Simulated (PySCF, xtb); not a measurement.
In(H)2(OH) (H₃InO), SMILES [OH][InH2].

GFN2-xTB (xtb) at its own geometry gives an orbital gap of 4.56 eV and a dipole moment of 1.61 D.

Geometry optimised at PBE-D3(BJ)/def2-TZVP. The def2 effective core potentials stand for the cores of In; spin–orbit coupling is left out.

Problem. What does r2SCAN/def2-TZVPD (PySCF) give? (An estimate is asked for; the answer gives what the named calculation found.)

Solution. gap 5.04 eV (levels -7.00 and -1.96 eV), dipole 1.97 D.
